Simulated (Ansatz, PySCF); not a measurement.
The pair A = GeH4 (SMILES [GeH4]) (first 5 atoms), B = CH3NO (SMILES NC=O); geometry from B3LYP-D3(BJ)/def2-TZVP.
(charge 0, multiplicity 1):
```xyz
11

Ge    -0.1518    -0.5140    -0.0019
H     -1.4949     0.1435     0.3230
H      0.0505    -0.5341    -1.5309
H     -0.0760    -1.9445     0.5369
H      0.9963     0.3265     0.5924
N      1.1694     0.6414     3.6725
C      0.0456    -0.0391     3.9966
O     -0.7019    -0.5644     3.2005
H      1.4282     0.7353     2.7027
H      1.7486     1.0561     4.3805
H     -0.1321    -0.0722     5.0867
```

Rows in 6-31G* carry no dispersion term and start afresh at each structure (6-31G* with six Cartesian d functions); the Pople sets are all-electron and without relativity. MP2/6-31G* freezes PySCF's default core, which leaves 3d correlated.

Run with Ansatz (a first-principles code) with Gaussian orbitals; PySCF for 6-31G* rows. Values without a source in brackets are computed.

Total energies (hartree), monomers frozen at their geometry in the pair:

| structure | HF/6-31G* | PBE/def2-TZVPPD | MP2/6-31G* |
|---|---|---|---|
| AB | -2246.3119623 | -2248.8417512 | -2247.0364939 |
| A in the pair's basis | -2077.3803328 | -2079.0586431 | -2077.6379914 |
| B in the pair's basis | -168.9317372 | -169.7810240 | -169.3977964 |
| A | -2077.3801547 | -2079.0585015 | -2077.6374202 |
| B | -168.9295716 | -169.7809861 | -169.3940582 |

**Question.** Work out the interaction energy without and with the counterpoise correction, and the superposition error, for each level.

**Answer.** 
E(AB) − E(A) − E(B), times 627.509 kcal/mol, with the monomers in their own basis and then in the pair's basis:
- HF/6-31G*: -1.40 uncorrected, 0.07 corrected; the monomers gain 1.47 kcal/mol from borrowed functions
- PBE/def2-TZVPPD: -1.42 uncorrected, -1.31 corrected; the monomers gain 0.11 kcal/mol from borrowed functions
- MP2/6-31G*: -3.15 uncorrected, -0.44 corrected; the monomers gain 2.70 kcal/mol from borrowed functions
